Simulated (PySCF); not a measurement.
C3H10GaNSi.
Numbering: `[CH3:1][C:2]#[N+:3][GaH2-:4][CH2:5][SiH3:6]`

Structure used (PBE0-D3(BJ)/def2-SVP), in Å, numbered top down from 1:
```xyz
16
C3H10GaNSi angstrom
C      2.947   -0.509    0.872
C      1.929   -0.143   -0.088
N      1.109    0.144   -0.844
Ga    -0.674    0.554   -1.945
C     -1.884    0.877   -0.382
Si    -1.887   -0.424    0.947
H      2.786   -1.546    1.200
H      2.887    0.156    1.745
H      3.944   -0.424    0.416
H     -0.196    1.820   -2.758
H     -0.808   -0.838   -2.680
H     -2.905    0.940   -0.802
H     -1.661    1.863    0.058
H     -2.866   -0.156    2.054
H     -0.542   -0.534    1.614
H     -2.204   -1.781    0.396
```

The computed photoelectron lines, unassigned: C 1s: 288.84 (area 1), 293.16 (area 1), 293.35 (area 1) eV; N 1s: 406.24 eV; Si 1s: 1845.75 eV; Si 2p3/2: 105.95 eV.

Level of theory: delta-SCF UKS SCAN, pcX-2 on the ionised atom, pcseg-1 elsewhere, spin-free X2C (PySCF 2.14.0). The structure is a single PBE0-D3(BJ)/def2-SVP conformer in the gas phase; no vibrational or solvent corrections.

Task: Assign the C 1s lines to atoms.

Result: 288.84 eV: C5 (sp3 carbon bound to silicon); 293.16 eV: C2 (triply bonded carbon); 293.35 eV: C1 (methyl carbon). The listed C 1s values span 4.51 eV, from C5 (bonded to 2 H, Si and Ga) to C1 (bonded to C and 3 H). Summing the Pauling electronegativity differences to the bonded atoms, each weighted by its formal bond order, gives -2.09 for the lowest site and -1.05 for the highest; the largest sum, +1.47, belongs to C2, 0.19 eV below the top.

Bonded neighbours of each site: C1: C and 3 H; C2: N (triple bond) and C; N3: C (triple bond) and Ga; C5: 2 H, Si and Ga; Si6: C and 3 H.

Task: What is the C 1s shift of C5 against C2?

Result: 288.84 − 293.16 = -4.32 eV, or -417 kJ/mol.

The unrestricted hole states depart most from a pure doublet (⟨S²⟩ = 0.75; over 0.85 named) for C 1s of C2 (0.91), which makes this value less certain. The 2p values add to the ΔSCF energy of one spin-free hole a correction within the shell (spin–orbit coupling, ligand field). 2p1/2 minus 2p3/2 (ligand field included): Si 0.62 eV. No level of gallium is listed.
